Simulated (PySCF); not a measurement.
A structure optimised at B3LYP-D3(BJ)/def2-SVP, used in a PySCF frequency run:

```
B
C 1 1.5580
H 2 1.1002 1 112.91
H 2 1.1002 3 110.07 1 -127.19
H 2 1.1078 3 106.78 4 -115.54
I 1 2.1466 2 120.57 3 28.44
I 1 2.1466 2 120.57 3 -154.11
```

**Question.** Write its SMILES, formula and point group.

**Answer.** CB(I)I, CH3BI2, Cs

**Question.** What are its rotational constants (standard atomic weights)?

**Answer.** 4.3252, 0.58110, 0.51390 GHz
